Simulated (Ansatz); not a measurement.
Zn₆S₅Cl₂, a halide-capped cluster cut from wurtzite ZnS (2 Cl on the cations), 13 atoms. Hardware: 2 threads of AMD EPYC 7R13 on a shared host and a share (18 GiB) of an NVIDIA H100 80GB HBM3.

Correlated methods freeze 89 core orbitals. Single mean-field runs in def2-TZVP are fitted with def2-universal-jkfit.

(1) How many basis functions does each of these Ansatz runs have, and roughly what does it cost? PBE0-D4/def2-TZVP, charge 1 doublet at the geometry of the charge 0 singlet, energy; RPA@PBE/def2-TZVP, charge 0 singlet, energy, from earlier orbitals; B97M-V/def2-TZVP, charge 0 singlet, energy, from earlier orbitals; CAM-B3LYP-D4/def2-TZVP, charge 1 doublet at the geometry of the charge 0 singlet, energy, from earlier orbitals; PBE-D4/def2-TZVP, charge 0 singlet, energy and forces, from earlier orbitals; r2SCAN-D4/def2-TZVP, charge 0 singlet, energy, from earlier orbitals; PBE-D4/def2-TZVP, charge -1 doublet at the geometry of the charge 0 singlet, energy, from earlier orbitals; PBE0-D4/def2-TZVP, charge 0 triplet at the geometry of the charge 0 singlet, energy; MP2/def2-TZVP, charge 0 singlet, energy, from earlier orbitals; PBE0-D4/def2-TZVP, charge 0 singlet, energy, from earlier orbitals; PBE-D4/def2-TZVP, charge 0 triplet at the geometry of the charge 0 singlet, energy, from earlier orbitals; PBE-D4/def2-TZVP, charge 1 doublet at the geometry of the charge 0 singlet, energy, from earlier orbitals.

Results:

(1) Other jobs shared the machine, so times can vary by a factor of up to 3.

| run | functions | fitting or Cholesky vectors | wall time | peak host memory (GiB) |
| --- | --- | --- | --- | --- |
| MP2/def2-TZVP, charge 0 singlet, energy, from earlier orbitals | 547 | 3957 | 7 s | 1.2 |
| PBE0-D4/def2-TZVP, charge 0 singlet, energy, from earlier orbitals | 547 | 2480 | 8.5 s | 1 |
| r2SCAN-D4/def2-TZVP, charge 0 singlet, energy, from earlier orbitals | 547 | 2480 | 9.5 s | 1.1 |
| PBE-D4/def2-TZVP, charge 0 singlet, energy and forces, from earlier orbitals | 547 | 2480 | 11 s | 1 |
| RPA@PBE/def2-TZVP, charge 0 singlet, energy, from earlier orbitals | 547 | 3957 | 13 s | 3.4 |
| PBE-D4/def2-TZVP, charge -1 doublet at the geometry of the charge 0 singlet, energy, from earlier orbitals | 547 | 2480 | 15 s | 1.2 |
| PBE-D4/def2-TZVP, charge 1 doublet at the geometry of the charge 0 singlet, energy, from earlier orbitals | 547 | 2480 | 15 s | 1.2 |
| B97M-V/def2-TZVP, charge 0 singlet, energy, from earlier orbitals | 547 | 2480 | 16 s | 1.2 |
| PBE0-D4/def2-TZVP, charge 0 triplet at the geometry of the charge 0 singlet, energy | 547 | 2480 | 20 s | 1.2 |
| PBE0-D4/def2-TZVP, charge 1 doublet at the geometry of the charge 0 singlet, energy | 547 | 2480 | 24 s | 1.2 |
| PBE-D4/def2-TZVP, charge 0 triplet at the geometry of the charge 0 singlet, energy, from earlier orbitals | 547 | 2480 | 25 s | 1.2 |
| CAM-B3LYP-D4/def2-TZVP, charge 1 doublet at the geometry of the charge 0 singlet, energy, from earlier orbitals | 547 | 2480 | 40 s | 1.2 |
